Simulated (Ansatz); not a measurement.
Geometry optimisation, Ansatz 0.2.0, RKS r2SCAN/def2-SVP.

Input file:

```yaml
crystal:
  periodic: [false, false, false]
  atoms:
    - { symbol: C, position_ang: [-1.7154, 0.9962, 0.4753] }
    - { symbol: C, position_ang: [-0.314, 0.7165, 0.468] }
    - { symbol: C, position_ang: [0.8918, 0.4599, 1.1725] }
    - { symbol: C, position_ang: [0.9536, 0.4514, -0.2155] }
    - { symbol: Sn, position_ang: [0.926, -1.5489, -1.0416] }
    - { symbol: H, position_ang: [-1.9289, 2.0316, 0.9655] }
    - { symbol: H, position_ang: [-2.0992, 1.1013, -0.5796] }
    - { symbol: H, position_ang: [-2.2809, 0.2639, 0.9963] }
    - { symbol: H, position_ang: [1.4763, 0.3706, 2.1581] }
    - { symbol: H, position_ang: [1.3504, 1.319, -0.6801] }
    - { symbol: H, position_ang: [0.1457, -1.5387, -2.5757] }
    - { symbol: H, position_ang: [0.078, -2.6145, 0.0643] }
    - { symbol: H, position_ang: [2.537, -2.043, -1.1927] }
basis:
  gaussian: { orbitals: def2-SVP }
hamiltonian:
  xc: r2scan
relax:
  f_tol: 0.015
  max_steps: 40
```

Run as:

```bash
$ ansatz run input.yaml --threads 2 --pin off --max-ram 3072MiB --backend cpu --events-out ev --progress --plain --runs-dir out
```

**Question.** Where does it end, and by what steps?

**Answer.** It converged. After 25 steps the energy has fallen by 1.347 eV; H7 moved furthest, 0.94 Å.

```
step  energy less start (eV)  largest force component (eV/Å)  accepted
   0                  0.0000                           5.083       yes
   1                 -1.1300                           2.143       yes
   2                 -1.2601                           0.613       yes
   3                 -1.2749                           0.239       yes
   4                 -1.2798                           0.102       yes
   5                 -1.2830                           0.039       yes
   6                 -1.2844                           0.060       yes
   7                 -1.2815                           0.466        no
   8                 -1.2882                           0.103       yes
   9                 -1.2942                           0.227       yes
  10                 -1.2895                           0.542        no
  11                 -1.3034                           0.146       yes
  12                 -1.3116                           0.082       yes
  13                 -1.3210                           0.186       yes
  14                 -1.3209                           0.528        no
  15                 -1.3300                           0.101       yes
  16                 -1.3369                           0.060       yes
  17                 -1.3406                           0.223       yes
  18                 -1.3440                           0.149       yes
  19                 -1.3329                           0.445        no
  20                 -1.3469                           0.018       yes
  21                 -1.3472                           0.015       yes
  22                 -1.3449                           0.119        no
  23                 -1.3473                           0.019       yes
  24                 -1.3455                           0.361        no
  25                 -1.3473                           0.005       yes
```

```xyz
13
Properties=species:S:1:pos:R:3
C -1.742 1.114 0.572
C -0.302 0.820 0.582
C 0.850 0.692 1.174
C 0.838 0.368 -0.303
Sn 0.981 -1.673 -1.041
H -2.109 1.406 1.567
H -1.968 1.922 -0.143
H -2.308 0.229 0.231
H 1.465 0.733 2.071
H 1.274 1.108 -1.002
H 0.307 -1.843 -2.616
H 0.120 -2.700 0.039
H 2.614 -2.210 -1.115
```

Whether the end is a true minimum wasn't checked by a vibrational analysis.

Run time: 120 s on 2 threads of Arm Neoverse V2, with other jobs on the host, peak memory 0.19 GiB.
